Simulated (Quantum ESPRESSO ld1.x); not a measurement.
Input file for ld1.x (Quantum ESPRESSO 7.5):

```
 &input
    atom='Ce',
    iswitch=1,
    rel=1,
    lsd=1,
    dft='SLA-VWN',
    config='[Xe] 6s1 6p2',
    verbosity='high',
    prefix='ld1',
    max_out_wfc=37,
    file_charge='ld1.rho',
 /
```

Command: `OMP_NUM_THREADS=1 ld1.x < ld1.in > ld1.out`

Output:

```
     Program LD1 v.7.5 starts

     --------------------------- All-electron run ----------------------------

     scalar relativistic calculation

     atomic number is 58.00
     dft =SLA-VWN   lsd =1 sic =0 latt =0  beta=0.20 tr2=1.0E-14
     Exchange-correlation= SLA-VWN
                           (   1   2   0   0   0   0   0)
     mesh =2085 r(mesh) = 100.64072 a.u. xmin = -8.00 dx = 0.00800
     1 Ry =  13.60569312 eV, c = 137.03599908

     n l     nl                  e(Ry)          e(Ha)          e(eV)
     1 0     1S 1( 1.00)   -2958.354838908   -1479.177419454 -40250.4680871
     2 0     2S 1( 1.00)    -475.100081276    -237.550040638  -6464.0659086
     2 1     2P 1( 3.00)    -425.864888033    -212.932444016  -5794.1869784
     3 0     3S 1( 1.00)    -103.605938552     -51.802969276  -1409.6306057
     3 1     3P 1( 3.00)     -87.947266840     -43.973633420  -1196.5835236
     4 0     4S 1( 1.00)     -22.192891127     -11.096445563   -301.9496662
     4 1     4P 1( 3.00)     -17.058189447      -8.529094723   -232.0884908
     3 2     3D 1( 5.00)     -65.641579111     -32.820789555   -893.0991815
     5 0     5S 1( 1.00)      -4.176327309      -2.088163654    -56.8218277
     5 1     5P 1( 3.00)      -2.811154393      -1.405577196    -38.2477040
     4 2     4D 1( 5.00)      -9.659134295      -4.829567147   -131.4192170
     6 0     6S 1( 1.00)      -0.917589509      -0.458794754    -12.4844413
     6 1     6P 1( 2.00)      -0.619695101      -0.309847551     -8.4313814
     1 0     1S 2( 1.00)   -2958.351913301   -1479.175956650 -40250.4282822
     2 0     2S 2( 1.00)    -475.098291468    -237.549145734  -6464.0415570
     2 1     2P 2( 3.00)    -425.862734866    -212.931367433  -5794.1576831
     3 0     3S 2( 1.00)    -103.603431581     -51.801715791  -1409.5964966
     3 1     3P 2( 3.00)     -87.944626453     -43.972313226  -1196.5475993
     4 0     4S 2( 1.00)     -22.187995941     -11.093997971   -301.8830638
     4 1     4P 2( 3.00)     -17.052878075      -8.526439038   -232.0162260
     3 2     3D 2( 5.00)     -65.639086688     -32.819543344   -893.0652704
     5 0     5S 2( 1.00)      -4.159608549      -2.079804275    -56.5943574
     5 1     5P 2( 3.00)      -2.789458527      -1.394729264    -37.9525167
     4 2     4D 2( 5.00)      -9.652686304      -4.826343152   -131.3314877
     6 0     6S 2( 0.00)      -0.806241732      -0.403120866    -10.9694776
     6 1     6P 2( 0.00)      -0.513336784      -0.256668392     -6.9843027

     final scf error:  5.1E-15 reached in  26 iterations

     Etot =  -17706.246539 Ry,   -8853.123269 Ha, -240905.756770 eV
     Total magnetization:    3.00 Bohr mag.

     Ekin =   18763.676912 Ry,    9381.838456 Ha,  255292.829921 eV
     Encl =  -42820.491597 Ry,  -21410.245798 Ha, -582602.468042 eV
     Eh   =    6754.146475 Ry,    3377.073237 Ha,   91894.844246 eV
     Exc  =    -403.578329 Ry,    -201.789164 Ha,   -5490.962894 eV

     normalization and overlap integrals

     s(1S/1S) =  1.000000  <r> =   0.0246  <r2> =    0.0008  r(max) =   0.0158
     s(1S/2S) = -0.018346
     s(1S/3S) = -0.007850
     s(1S/4S) = -0.003753
     s(1S/5S) = -0.001643
     s(1S/6S) = -0.000667
     s(2S/2S) =  1.000000  <r> =   0.1053  <r2> =    0.0131  r(max) =   0.0889
     s(2S/3S) = -0.004882
     s(2S/4S) = -0.002238
     s(2S/5S) = -0.000971
     s(2S/6S) = -0.000394
     s(2P/2P) =  1.000000  <r> =   0.0924  <r2> =    0.0104  r(max) =   0.0716
     s(2P/3P) = -0.003963
     s(2P/4P) = -0.001720
     s(2P/5P) = -0.000691
     s(2P/6P) = -0.000268
     s(3S/3S) =  1.000000  <r> =   0.2791  <r2> =    0.0890  r(max) =   0.2555
     s(3S/4S) = -0.001546
     s(3S/5S) = -0.000651
     s(3S/6S) = -0.000262
     s(3P/3P) =  1.000000  <r> =   0.2770  <r2> =    0.0889  r(max) =   0.2495
     s(3P/4P) = -0.001323
     s(3P/5P) = -0.000516
     s(3P/6P) = -0.000199
     s(4S/4S) =  1.000000  <r> =   0.6358  <r2> =    0.4561  r(max) =   0.5919
     s(4S/5S) = -0.000435
     s(4S/6S) = -0.000172
     s(4P/4P) =  1.000000  <r> =   0.6724  <r2> =    0.5139  r(max) =   0.6160
     s(4P/5P) = -0.000348
     s(4P/6P) = -0.000132
     s(3D/3D) =  1.000000  <r> =   0.2538  <r2> =    0.0759  r(max) =   0.2059
     s(3D/4D) = -0.000945
     s(5S/5S) =  1.000000  <r> =   1.4681  <r2> =    2.4157  r(max) =   1.3385
     s(5S/6S) = -0.000097
     s(5P/5P) =  1.000000  <r> =   1.6710  <r2> =    3.1492  r(max) =   1.4971
     s(5P/6P) = -0.000071
     s(4D/4D) =  1.000000  <r> =   0.7380  <r2> =    0.6307  r(max) =   0.6515
     s(6S/6S) =  1.000000  <r> =   3.5087  <r2> =   13.7114  r(max) =   3.2013
     s(6P/6P) =  1.000000  <r> =   4.1814  <r2> =   19.4962  r(max) =   3.8174
     s(1S/1S) =  1.000000  <r> =   0.0246  <r2> =    0.0008  r(max) =   0.0158
     s(1S/2S) = -0.018346
     s(1S/3S) = -0.007850
     s(1S/4S) = -0.003753
     s(1S/5S) = -0.001645
     s(1S/6S) = -0.000678
     s(2S/2S) =  1.000000  <r> =   0.1053  <r2> =    0.0131  r(max) =   0.0889
     s(2S/3S) = -0.004882
     s(2S/4S) = -0.002238
     s(2S/5S) = -0.000972
     s(2S/6S) = -0.000400
     s(2P/2P) =  1.000000  <r> =   0.0924  <r2> =    0.0104  r(max) =   0.0716
     s(2P/3P) = -0.003963
     s(2P/4P) = -0.001720
     s(2P/5P) = -0.000695
     s(2P/6P) = -0.000257
     s(3S/3S) =  1.000000  <r> =   0.2791  <r2> =    0.0890  r(max) =   0.2555
     s(3S/4S) = -0.001546
     s(3S/5S) = -0.000651
     s(3S/6S) = -0.000267
     s(3P/3P) =  1.000000  <r> =   0.2770  <r2> =    0.0889  r(max) =   0.2495
     s(3P/4P) = -0.001323
     s(3P/5P) = -0.000518
     s(3P/6P) = -0.000191
     s(4S/4S) =  1.000000  <r> =   0.6358  <r2> =    0.4560  r(max) =   0.5919
     s(4S/5S) = -0.000436
     s(4S/6S) = -0.000175
     s(4P/4P) =  1.000000  <r> =   0.6723  <r2> =    0.5137  r(max) =   0.6160
     s(4P/5P) = -0.000349
     s(4P/6P) = -0.000126
     s(3D/3D) =  1.000000  <r> =   0.2538  <r2> =    0.0759  r(max) =   0.2059
     s(3D/4D) = -0.000945
     s(5S/5S) =  1.000000  <r> =   1.4655  <r2> =    2.4054  r(max) =   1.3385
     s(5S/6S) = -0.000099
     s(5P/5P) =  1.000000  <r> =   1.6616  <r2> =    3.1084  r(max) =   1.4971
     s(5P/6P) = -0.000068
     s(4D/4D) =  1.000000  <r> =   0.7378  <r2> =    0.6303  r(max) =   0.6515
     s(6S/6S) =  1.000000  <r> =   3.5153  <r2> =   13.8522  r(max) =   3.1758
     s(6P/6P) =  1.000000  <r> =   4.3447  <r2> =   21.2095  r(max) =   3.8480

     ------------------------ End of All-electron run ------------------------
```

Run on one thread of a shared host, so times are rough (Intel(R) Xeon(R) Processor @ 2.60GHz): 0.89 s of CPU time, 0.92 s wall, 26 iterations on 2085 mesh points.
